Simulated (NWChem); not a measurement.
Molecule: SiH$_{3}$SeF; SMILES [SeH][SiH2]F

```xyz
6

Si     0.6519     1.1434     0.1033
F     -0.7545     1.7819    -0.3673
Se     0.5185    -1.0990     0.5076
H      1.0391     1.7402     1.4022
H      1.6364     1.4164    -0.9694
H      0.4749    -1.4622    -0.9284
```
Atoms are numbered in this order, from 1.

Program: NWChem. All runs use the structure optimised with B3LYP/6-31G* (spherical d). GIAO values for the isolated, static molecule; σ is the absolute isotropic shielding, δ = σ(reference) − σ with the isolated reference molecule computed at the same levels (19F: trichlorofluoromethane, 1H: tetramethylsilane, 29Si: tetramethylsilane). Spin-orbit effects, on the heavy nuclei and on their neighbours, are missing.

```csv
level,δ Si1 (ppm),δ F2 (ppm),σ Se3 (ppm),δ H4 (ppm),δ H5 (ppm),δ H6 (ppm)
KT2/pcSseg-1,10.0,-216.6,1978.1,5.85,6.13,1.63
"LDA (Slater exchange, VWN5)/pcSseg-1",[?],[?],[?],[?],[?],[?]
PBE/pcSseg-1,9.9,-208.1,1938.5,5.91,6.20,1.60
```

Complete the blanks.


- LDA (Slater exchange, VWN5)/pcSseg-1, δ Si1 (ppm): 18.6
- LDA (Slater exchange, VWN5)/pcSseg-1, δ F2 (ppm): -210.9
- LDA (Slater exchange, VWN5)/pcSseg-1, σ Se3 (ppm): 1920.6
- LDA (Slater exchange, VWN5)/pcSseg-1, δ H4 (ppm): 6.19
- LDA (Slater exchange, VWN5)/pcSseg-1, δ H5 (ppm): 6.46
- LDA (Slater exchange, VWN5)/pcSseg-1, δ H6 (ppm): 2.06
